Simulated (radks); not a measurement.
Species: Pt. Configuration: [Xe] 4f14 5d9 6s1 (the NIST ground configuration).

Method: scalar-relativistic Kohn-Sham, exchange-only PBE, spin-polarised, spherical densities, point nucleus; open shells are filled with parallel spins first (spin-orbit coupling, left out, can overturn this in heavy ions); computed with a radial shooting solver on a logarithmic mesh with Libxc functionals.

Energy parts (hartree):
part                   energy
total             -18408.8144
kinetic            20541.3490
electron-nucleus  -45760.0536
Hartree             7159.2904
exchange            -349.4002

Orbitals (lengths in bohr, moments of r in powers of bohr; r(90%) holds 90 % of the orbital's charge):
| orbital | occ. | eigenvalue (hartree) | r(90%) | <r^4> | <r^2> |
|---|---|---|---|---|---|
| 1s up | 1 | -2882.617 | 0.0313 | 4.513e-07 | 0.0004059 |
| 1s down | 1 | -2882.616 | 0.0313 | 4.513e-07 | 0.0004059 |
| 2s up | 1 | -506.3681 | 0.112 | 0.00006651 | 0.006199 |
| 2s down | 1 | -506.3658 | 0.112 | 0.00006651 | 0.006199 |
| 2p up | 3 | -438.7752 | 0.106 | 0.00005365 | 0.005202 |
| 2p down | 3 | -438.7733 | 0.106 | 0.00005365 | 0.005202 |
| 3s up | 1 | -118.9079 | 0.274 | 0.002413 | 0.04003 |
| 3s down | 1 | -118.9068 | 0.274 | 0.002413 | 0.04003 |
| 3p up | 3 | -99.22918 | 0.281 | 0.002641 | 0.04106 |
| 3p down | 3 | -99.22805 | 0.281 | 0.002641 | 0.04106 |
| 3d up | 5 | -77.91061 | 0.264 | 0.002032 | 0.03401 |
| 3d down | 5 | -77.90887 | 0.264 | 0.002032 | 0.03401 |
| 4s up | 1 | -25.51643 | 0.595 | 0.05461 | 0.1944 |
| 4s down | 1 | -25.51390 | 0.595 | 0.05461 | 0.1944 |
| 4p up | 3 | -19.06458 | 0.641 | 0.07304 | 0.2220 |
| 4p down | 3 | -19.06212 | 0.641 | 0.07302 | 0.2220 |
| 4d up | 5 | -11.23599 | 0.699 | 0.1023 | 0.2535 |
| 4d down | 5 | -11.23307 | 0.699 | 0.1023 | 0.2534 |
| 5s up | 1 | -3.71543 | 1.36 | 1.518 | 1.019 |
| 5s down | 1 | -3.69764 | 1.36 | 1.507 | 1.016 |
| 4f up | 7 | -2.53809 | 0.834 | 0.2232 | 0.3253 |
| 4f down | 7 | -2.53377 | 0.833 | 0.2214 | 0.3245 |
| 5p up | 3 | -2.03387 | 1.61 | 2.945 | 1.386 |
| 5p down | 3 | -2.01044 | 1.60 | 2.902 | 1.378 |
| 5d up | 5 | -0.20877 | 2.76 | 29.26 | 3.634 |
| 6s up | 1 | -0.20279 | 4.51 | 179.8 | 10.22 |
| 5d down | 4 | -0.17135 | 2.75 | 29.86 | 3.609 |
| 6s down | 0 | -0.15982 | 4.72 | 217.0 | 11.02 |

The highest occupied level is 5d down at -4.663 eV. Summed over all electrons, <r^2> = 62.67 bohr^2, which gives a Langevin (diamagnetic) susceptibility term of -49.6 x 10^-6 cm^3/mol. Spin moment in Bohr magnetons: 2.
